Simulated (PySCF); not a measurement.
Identify the unknown among the candidates.

All candidates are C4H7NOSi.

* UV, strongest line: among the 8 lowest singlet transitions: S2 at 6.96 eV (178 nm, f = 0.053) [TDDFT CAM-B3LYP/def2-SVPD]
* Polarisability: 74.7 au [CAM-B3LYP/def2-SVPD]
* UV, first state: lowest singlet excitation: 6.77 eV (183 nm, f = 0.001) [TDDFT CAM-B3LYP/def2-SVPD]
* NMR, other nuclei: isotropic shieldings of nuclei other than C and H, by class: -34 (1 N), 277 (1 O), 319 (1 Si) ppm [GIAO PBE0/pcSseg-1]
* Rotational structure: rotational constants A, B, C: 3.080, 1.997, 1.413 GHz [GFN2-xTB]
* 13C NMR: chemical shifts (computed TMS as zero) by class: 124.6 (1 C), 73.9 (1 C), 20.1 (1 C), 1.4 (1 C) ppm [GIAO PBE0/pcSseg-1]
* Triplet: lowest triplet excitation (Tamm–Dancoff): 6.14 eV [TDA CAM-B3LYP/def2-SVPD]

Gas-phase values; electronic properties from PySCF, density fitting. Levels stand in brackets. Geometry: GFN2-xTB; no solvent, vibrations or thermal averaging. NMR classes are plain means over equivalent atoms (diastereotopic ones count apart unless rotation or inversion swaps them), as if these changed places fast.

Question: Which candidate is it?
A. `Nc1coc([SiH3])c1`
B. `C[Si@@H]1OC[C@@H]1C#N`
C. `N#C[C@H]([SiH3])CC=O`

Answer: B. It is `C[Si@@H]1OC[C@@H]1C#N`. Numbering: `[CH3:1][Si@@H:2]1[O:3][CH2:4][C@@H:5]1[C:6]#[N:7]`. Its formula, C4H7NOSi, gives 3 degrees of unsaturation: 1 ring and 2 π bonds in the structure found. 4 carbons fall into 4 classes; from least to most shielded: nitrile carbon [C6] (124.6 ppm), ring sp3 carbon bound to oxygen [C4] (73.9 ppm), ring sp3 carbon bound to silicon [C5] (20.1 ppm), Si-methyl carbon [C1] (1.4 ppm). The other shieldings belong to: -34 ppm, nitrile nitrogen [N7]; 277 ppm, silyl ether oxygen [O3]; 319 ppm, oxygen-bound silicon [Si2]. The optimised geometry has point group C1 and is an asymmetric top.

The others, at the same levels:
- `N#C[C@H]([SiH3])CC=O` fails: its computed 13C shifts are 203.9 (1 C), 125.7 (1 C), 49.5 (1 C), 3.9 (1 C) ppm and smallest rotational constant is 1.130 GHz (against 1.413 GHz).
- `Nc1coc([SiH3])c1` fails: its computed 13C shifts are 152.4 (1 C), 141.8 (1 C), 135.8 (1 C), 122.9 (1 C) ppm, lowest singlet excitation is 5.24 eV (237 nm, f = 0.133) (against 6.77 eV) and lowest triplet excitation (Tamm–Dancoff) is 3.56 eV (against 6.14 eV).

Each candidate is one conformer, not necessarily the lowest. The conformers computed, where there is a choice (atom-mapped SMILES and torsion angles):
- `[N:1]#[C:2][C@H:3]([SiH3:4])[CH2:5][CH:6]=[O:7]`: C2–C3–C5–C6 -167°, C3–C5–C6–O7 0°
- `[NH2:1][c:2]1[cH:3][o:4][c:5]([SiH3:6])[cH:7]1`: H–N1–C2–C3 155°, H–N1–C2–C3 25°
